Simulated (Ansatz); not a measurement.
`C[SiH2][SiH2]Cl` → `[SiH3]Cl` + `C[SiH]` at 298.15 K and 1 bar (silylene formation by 1,1-elimination).

Calculated with Ansatz (gas phase, PBE0-D4/def2-TZVP geometries, no zero-point term in ΔE). CCSD(T)/CBS is extrapolated from def2-TZVPP and def2-QZVPP, frozen cores. One conformer a species, not always the lowest.

| species | CCSD(T)/CBS energy (Eh) | H − E (kJ/mol) | S (J/(mol·K)) |
| --- | --- | --- | --- |
| `C[SiH2][SiH2]Cl` | -1080.24730 | 212.6 | 361.7 |
| `[SiH3]Cl` | -750.69518 | 80.1 | 250.8 |
| `C[SiH]` | -329.46178 | 122.3 | 261.2 |

H − E and S are ideal-gas, rigid-rotor, harmonic terms from PBE0-D4/def2-TZVP, for one conformer and one mirror image of each species. 1 Eh = 2625.50 kJ/mol, R = 8.31446 J/(mol·K).

Q: By hand: ΔE, ΔH, ΔS and ΔG.

A: ΔE = (-750.69518) + (-329.46178) − (-1080.24730) = 0.09034 Eh = 237.2 kJ/mol. Δ(H − E) = 80.1 + 122.3 − 212.6 = -10.2, so ΔH = 227.0 kJ/mol. ΔS = 250.8 + 261.2 − 361.7 = 150.3 J/(mol·K). ΔG = 227.0 − 298.15 × (150.3)/1000 = 182.2 kJ/mol.

Q: By hand: the equilibrium constant, and the temperature at which ΔG would vanish if ΔH and ΔS stayed fixed.

A: log₁₀ K = −ΔG/(RT ln 10) = -31.9. ΔG = 0 at ΔH/ΔS = 1510 K.

The number of gas molecules changes by +1, which sets the sign of ΔS. A doubt of 5 kJ/mol in ΔE shifts log₁₀ K by 0.9 here. Other conformers and mirror images would add mixing entropy, several J/(mol·K) or more a flexible species. Modes under 60 cm⁻¹, often nearly free rotors, make the harmonic entropy too high. These are equilibria of isolated gas molecules and say nothing of rates. Largest T1 diagnostic: 0.012 (customary marks: 0.02 for closed shells, 0.045 for open ones).
